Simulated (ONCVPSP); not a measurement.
# u(r) = r·R(r): atom against pseudo-atom (boron (B))

Columns: radius, all-electron u(r) and pseudo u(r) of the 2s shell (level -19.51 eV) of boron in the configuration [He] 2s2; PBE, scalar-relativistic, ONCV scheme, ONCVPSP 4.0.1.

```csv
r (bohr),all-electron,pseudo
0.062,-0.2246,0.0257
0.125,-0.3214,0.0532
0.188,-0.3334,0.0830
0.250,-0.2931,0.1148
0.312,-0.2217,0.1491
0.375,-0.1313,0.1859
0.438,-0.0327,0.2244
0.500,0.0661,0.2641
0.562,0.1625,0.3060
0.625,0.2552,0.3515
0.688,0.3409,0.4001
0.750,0.4174,0.4505
0.812,0.4860,0.5023
0.875,0.5478,0.5544
0.938,0.6018,0.6037
1.000,0.6472,0.6474
1.062,0.6852,0.6851
1.125,0.7166,0.7165
1.188,0.7412,0.7412
1.250,0.7593,0.7593
1.312,0.7718,0.7718
1.375,0.7792,0.7792
1.438,0.7819,0.7819
1.500,0.7805,0.7805
1.562,0.7755,0.7754
1.625,0.7671,0.7671
```

(1) How many radial nodes do the two functions have?

(2) At about which radius was the pseudo-wave matched?

(3) Is the pseudo-wave norm-conserving?

## Answers

(1) The all-electron 2s function has n − l − 1 = 1; the pseudo-wave has 0, since the states of the same l below it are removed with the core.

(2) 1.25 bohr. The columns agree to 0.0005 from 1.00 bohr on; several derivatives are matched, so the curves merge somewhat inside the radius.

(3) Yes: the ONCV scheme keeps the norm inside the radius equal to the all-electron one, which fixes the energy derivative of the logarithmic derivative at the level.
